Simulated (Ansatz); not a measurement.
Ta(NH)F3 (TaNF3H). Total charge 0; singlet. Geometry r2SCAN-D4/def2-SVP; atoms count from 1.

```xyz
6

Ta    0.018    0.472    0.042
N    -0.048   -1.283   -0.114
H    -0.085   -2.292   -0.203
F     1.712    1.030   -0.569
F    -0.228    0.887    1.865
F    -1.367    1.185   -1.020
```

In the def2 sets Ta takes a core potential; there is no spin–orbit coupling.

**Question.** Estimate the Mulliken populations from the PBE0/def2-TZVP orbitals of Ansatz.

**Answer.** 
| atom | charge (e) | d electrons |
| --- | --- | --- |
| Ta1 | 1.61 | 2.58 |
| N2 | -0.66 | – |
| H3 | 0.25 | – |
| F4 | -0.40 | – |
| F5 | -0.40 | – |
| F6 | -0.40 | – |
Mulliken values depend strongly on the basis.

**Question.** And the Mayer bond orders between heavy atoms (over 0.3)?

**Answer.** Ta1–N2 2.17 (1.76 Å); Ta1–F4 0.97 (1.89 Å); Ta1–F5 0.97 (1.89 Å); Ta1–F6 0.97 (1.89 Å).
